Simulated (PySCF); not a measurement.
# Energy of Ce²⁺ (cerium, charge +2) between two integer charges

The 4f alpha orbital of [Xe] 4f2 is emptied in steps (occupation f), with all orbitals relaxed, ending at [Xe] 4f1. All numbers are calculated (PySCF 2.14, a scalar-relativistic core potential, in def2-TZVP with the def2 core potential (28 electrons)). The exact energy is a straight line in f; departures are measured from the line between the end points of the same method.

Task: Among UHF, LDA, PBE, which shows the largest delocalisation error (convex curve), and which is closest to linear?

Result: Most convex: LDA (-1.989 eV at f = 0.5); closest to linear: UHF (0.695 eV).

```csv
f,UHF (eV),LDA (eV),PBE (eV)
1,0.000,0.000,0.000
0.75,0.541,-1.468,-1.435
0.5,0.695,-1.989,-1.940
0.25,0.502,-1.514,-1.473
0,0.000,0.000,0.000
```

```json
{"method": "UHF", "E(f=0) − E(f=1) (eV)": "18.093", "−ε at f=1 (eV)": "21.085", "−ε at f=0.5 (eV)": "17.991"}
{"method": "LDA", "E(f=0) − E(f=1) (eV)": "21.316", "−ε at f=1 (eV)": "13.616", "−ε at f=0.5 (eV)": "21.194"}
{"method": "PBE", "E(f=0) − E(f=1) (eV)": "21.262", "−ε at f=1 (eV)": "13.721", "−ε at f=0.5 (eV)": "21.160"}
```

Reference removal energy between the ground levels: 20.197 eV (semi-empirical (NIST evaluation); NIST Atomic Spectra Database, ionization energies). The calculation has no spin-orbit coupling. UHF lacks correlation.
